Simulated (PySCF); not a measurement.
## Ru⁺: ionisation energy

Ru⁺ [Kr] 4d7 (4F) → Ru²⁺ [Kr] 4d6 (5D), as a difference of total energies. Calculation: PySCF 2.14, in def2-TZVP with the def2 core potential (28 electrons) (6s4p3d1f, 40 functions); scalar relativity through the core potential. Correlated levels: valence: 4s2 4p6 frozen. The calculations carry no spin-orbit coupling.

| method | ionisation energy (eV) |
| --- | --- |
| UHF | 14.961 |
| PBE0 | 16.771 |
| B3LYP | 17.047 |
| MP2 (valence) | 15.968 |
| SCS-MP2 (valence) | 16.085 |

Question: How much does correlation contribute at MP2 (valence)?

Answer: 15.968 − (14.961) = 1.007 eV, measured against UHF.

The reference lies between the lowest fine-structure levels, while these numbers refer to the centres of the terms.

Errors of the correlated levels include the incompleteness of this basis and the frozen core.

For comparison: 16.76 ± 0.06 eV (semi-empirical (NIST evaluation); NIST Atomic Spectra Database, ionization energies).
